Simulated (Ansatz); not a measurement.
H7AlN2Si, SMILES `[NH2][Al]([NH2])[SiH3]` with one electron removed (charge 1, multiplicity 2), Ansatz (an electronic-structure program) with frozen-core CCSD(T)/cc-pVTZ // B3LYP-D3(BJ)/def2-TZVP. The run hit its time limit unfinished.

Ansatz 0.2 input:
```yaml
crystal:
  periodic: [false, false, false]
  atoms:
    - { symbol: N, position_ang: [-1.269854, -1.535816, -0.408888] }
    - { symbol: Al, position_ang: [-0.452701, -0.007232, -0.028289] }
    - { symbol: N, position_ang: [-1.413941, 1.460934, 0.236393] }
    - { symbol: Si, position_ang: [1.987086, 0.056986, 0.127934] }
    - { symbol: H, position_ang: [-0.781918, -2.402666, -0.57057] }
    - { symbol: H, position_ang: [-2.264055, -1.677936, -0.496783] }
    - { symbol: H, position_ang: [-2.41888, 1.529581, 0.193882] }
    - { symbol: H, position_ang: [-1.017051, 2.361057, 0.454873] }
    - { symbol: H, position_ang: [2.586258, 1.017218, -0.838025] }
    - { symbol: H, position_ang: [2.59331, -1.272869, -0.150153] }
    - { symbol: H, position_ang: [2.451747, 0.470747, 1.479629] }
basis:
  gaussian: { orbitals: cc-pVTZ }
correlation:
  method: ccsd_t
total_charge: 1
magnetization:
  spin_polarized: true
  initial_magnetization: 1
```

The last lines of the output:

```
mean field evaluation 96: about -17514.0642 eV, gradient 3.2e0 eV
mean field evaluation 128: about -17512.3050 eV, gradient 3.4e0 eV
mean field evaluation 160: about -17512.2842 eV, gradient 3.9e0 eV
mean field evaluation 192: about -17508.8894 eV, gradient 2.8e0 eV
mean field evaluation 224: about -17514.8446 eV, gradient 2.1e-1 eV
mean field evaluation 256: about -17512.3973 eV, gradient 9.7e0 eV
mean field evaluation 288: about -17509.0842 eV, gradient 2.2e0 eV
mean field evaluation 320: about -17508.6418 eV, gradient 4.7e0 eV
mean field evaluation 352: about -17509.2742 eV, gradient 3.0e-1 eV
mean field evaluation 384: about -17508.8138 eV, gradient 3.5e0 eV
mean field evaluation 416: about -17508.1287 eV, gradient 6.0e-3 eV
mean field evaluation 448: about -17507.3903 eV, gradient 1.5e-1 eV
mean field evaluation 480: about -17508.2298 eV, gradient 1.4e0 eV
mean field evaluation 512: about -17504.5355 eV, gradient 1.9e-1 eV
mean field evaluation 544: about -17513.5340 eV, gradient 1.2e-1 eV
mean field -17515.19790052 eV, -643.6716506167 hartree, gradient 1.7e-6 eV, S^2 0.760550; 12 other end points of the search recorded, 0 dependent functions left out
determinant -17515.19790052 eV, -643.6716506167 hartree, with singles and doubles -17532.80416969 eV, -644.3186690745 hartree
determinant -17515.19503210 eV, -643.6715452040 hartree, with singles and doubles -17532.80329763 eV, -644.3186370268 hartree
determinant -17514.84495412 eV, -643.6586800758 hartree, with singles and doubles -17532.89165825 eV, -644.3218842197 hartree
determinant -17514.34724549 eV, -643.6403896207 hartree, with singles and doubles -17532.21545739 eV, -644.2970342966 hartree
determinant -17513.55023566 eV, -643.6111000499 hartree, with singles and doubles -17531.79316156 eV, -644.2815152110 hartree
determinant -17511.98279459 eV, -643.5534976529 hartree, with singles and doubles -17529.95671309 eV, -644.2140269747 hartree
determinant -17515.19790052 eV, -643.6716506167 hartree, with singles and doubles -17532.55631042 eV, -644.3095604145 hartree
determinant -17515.19503210 eV, -643.6715452040 hartree, with singles and doubles -17532.55530974 eV, -644.3095236403 hartree
determinant -17514.84495412 eV, -643.6586800758 hartree, with singles and doubles -17532.65000579 eV, -644.3130036558 hartree
determinant -17515.19790052 eV, -643.6716506167 hartree, with singles and doubles -17532.62655477 eV, -644.3121418468 hartree
```
